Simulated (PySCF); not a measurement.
All values below come from B3LYP-D3(BJ)/def2-TZVP in PySCF. All species are isolated molecules in the gas phase. One relaxed conformer stands for a flexible species; it need not be the lowest. B3LYP has the VWN-RPA correlation part, as in Gaussian. Excitations are Tamm–Dancoff values on a coarser integration grid. The basis has no diffuse functions, so Rydberg states are missing or too high.

Reference species (SMILES): `C1(COC=1)O` (H–O–C–C torsion 0°) (neutral, multiplicity 1).

| Property | Result |
|---|---|
| S1–T1 gap (TDA) | 0.86 eV |
| HOMO–LUMO gap | 5.94 eV |
| HOMO | -5.68 eV |
| S1 oscillator strength | 0.002 |

Changed species: `C1C(O)(O)C=1` (H–O–C–O torsion -53°, O–C–O–H torsion -53°).

Task: What does the change do to the S1–T1 gap (TDA), HOMO–LUMO gap, HOMO and S1 oscillator strength?

Result: the S1–T1 gap (TDA) hardly moves; the HOMO–LUMO gap increases by 0.84 eV, to 6.78 eV; the HOMO drops by 1.43 eV, to -7.11 eV; the S1 oscillator strength hardly moves.
